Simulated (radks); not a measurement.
Species: Yb+. Configuration: [Xe] 4f14 6p1 (not the ground configuration). Method: scalar-relativistic Kohn-Sham, r2SCAN, spin-unpolarised, spherical densities, finite nucleus; meta-GGA in the generalised Kohn-Sham scheme; Fermi nuclear charge, rms radius 5.3108 fm; computed with a radial shooting solver on a logarithmic mesh with Libxc functionals. Some entries of the table are withheld. Estimate them.

| orbital | occ. | eigenvalue (hartree) | <r^2> (bohr^2) |
|---|---|---|---|
| 1s | 2 | -2253.500 | (1) |
| 2s | 2 | -382.9337 | 0.008209 |
| 2p | 6 | -337.4278 | 0.006716 |
| 3s | 2 | -86.87403 | 0.05356 |
| 3p | 6 | -73.08813 | 0.05411 |
| 3d | 10 | -56.28418 | 0.04511 |
| 4s | 2 | -17.51264 | 0.2690 |
| 4p | 6 | -12.96836 | 0.3056 |
| 4d | 10 | (2) | 0.3648 |
| 5s | 2 | -2.38398 | 1.652 |
| 5p | 6 | -1.34988 | 2.353 |
| 4f | 14 | -0.41001 | 0.8416 |
| 6p | 1 | -0.22559 | 24.73 |

Answer. 
(1) 1s <r^2> (bohr^2): 0.0005301
(2) 4d eigenvalue (hartree): -6.95807
